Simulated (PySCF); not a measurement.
C₃H₇NSi, SMILES NC=C=C[SiH3]. Geometry: r2SCAN-D4/def2-SVP. The structure was generated by enumeration; whether it is a known compound was not checked. One conformer was computed; it need not be the lowest.

Computed with r2SCAN-D4/def2-SVP run with PySCF.

Harmonic wavenumbers (cm⁻¹): 84, 93, 181, 254, 336, 396, 563, 608, 636, 684, 756, 766, 881, 918, 937, 951, 990, 1151, 1205, 1269, 1462, 1625, 2040, 2201, 2204, 2238, 3061, 3141, 3537, 3646. Rotational constants (GHz): 12.60, 1.544, 1.468; symmetry number 1.

Work out the zero-point energy and the ideal-gas rigid-rotor harmonic-oscillator thermochemistry at 298.15 K and 1 atm.

ZPE = ½ Σ hcν = ½ × 38814 cm⁻¹ = 55.49 kcal/mol. H − E(el) = 60.59 kcal/mol. Entropy in cal/(mol K): translation 39.24, rotation 26.82, vibration 16.53, total 82.59. G − E(el) = 35.96 kcal/mol. Cp = 26.99 cal/(mol K). Modes under 150 cm⁻¹ make the vibrational entropy uncertain.
